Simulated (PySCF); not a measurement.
**F⁺ (fluorine, charge +1) across methods**

[He] 2s2 2p4, high-spin 3P determinant. All numbers are calculated (PySCF 2.14, scalar relativity by spin-free X2C-1e, in aug-cc-pVQZ-DK (6s5p4d3f2g, 80 functions)).

| method | E (hartree) | mean ε 2s β (eV) | mean ε 2p α (eV) | mean ε 2p β (eV) | Σ⟨r²⟩ (bohr²) | ⟨S²⟩ |
| --- | --- | --- | --- | --- | --- | --- |
| r2SCAN | -99.1749 | -45.015 | -30.839 | -27.042 | 7.159 | 2.003 |
| UHF | -98.92632 | -54.357 | -40.708 | -35.646 | 7.092 | 2.005 |
| PBE | -99.1135 | -44.563 | -29.875 | -26.449 | 7.246 | 2.002 |
| PBE0 | -99.1270 | -47.383 | -32.769 | -29.028 | 7.184 | 2.002 |
| LDA | -98.5384 | -44.598 | -30.010 | -26.174 | 7.281 | 2.002 |
| CAM-B3LYP | -99.1879 | -49.077 | -34.292 | -30.655 | 7.235 | 2.002 |
| MN15 | -99.1584 | -48.177 | -33.539 | -30.106 | 7.198 | 2.001 |
| HSE06 | -99.1365 | -46.931 | -32.333 | -28.654 | 7.186 | 2.002 |

Problem. Estimate the same row for BHandHLYP.

Solution. E (hartree) = -99.1999; mean ε 2s β (eV) = -50.237; mean ε 2p α (eV) = -35.579; mean ε 2p β (eV) = -31.645; Σ⟨r²⟩ (bohr²) = 7.159; ⟨S²⟩ = 2.003.
